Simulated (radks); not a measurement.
Task: Ho, configuration [Xe] 4f10 6s2 6p1 (not the ground configuration). All-electron calculation, Dirac Kohn-Sham, PBE, spin-unpolarised, spherical densities, finite nucleus; open shells fill j = l - 1/2 first; Fermi nuclear charge, rms radius 5.2022 fm. Program: a radial shooting solver on a logarithmic mesh with Libxc functionals. Some entries of the table are withheld. Estimate them.

orbital  occ.  eigenvalue (eV)  <r> (bohr)
1s1/2       2        -55432.76     0.02074
2s1/2       2        -9275.369     0.08754
2p1/2       2        -8829.305     0.07290
2p3/2       4        -7972.448     0.08007
3s1/2       2        -2079.835      0.2294
3p1/2       2        -1884.480      0.2191
3p3/2       4        -1705.534      0.2327
3d3/2       4        -1370.294      0.2054
3d5/2       6        -1331.203      0.2096
4s1/2       2        -419.0400      0.5184
4p1/2       2        -341.4047      0.5280
4p3/2       4        -301.1631      0.5588
4d3/2       4              (1)      0.5884
4d5/2       6              (2)      0.5993
5s1/2       2         -57.2991       1.256
5p1/2       2              (3)       1.405
5p3/2       4              (4)       1.504
4f5/2       6         -12.8029      0.7864
4f7/2       4         -11.7610      0.7999
6s1/2       2          -5.5484         (5)
6p1/2       1          -2.3490       4.738
6p3/2       0          -1.9883       5.085

Result: 
(1) 4d3/2 eigenvalue (eV): -173.2452
(2) 4d5/2 eigenvalue (eV): -165.9224
(3) 5p1/2 eigenvalue (eV): -35.8166
(4) 5p3/2 eigenvalue (eV): -30.4140
(5) 6s1/2 <r> (bohr): 3.636
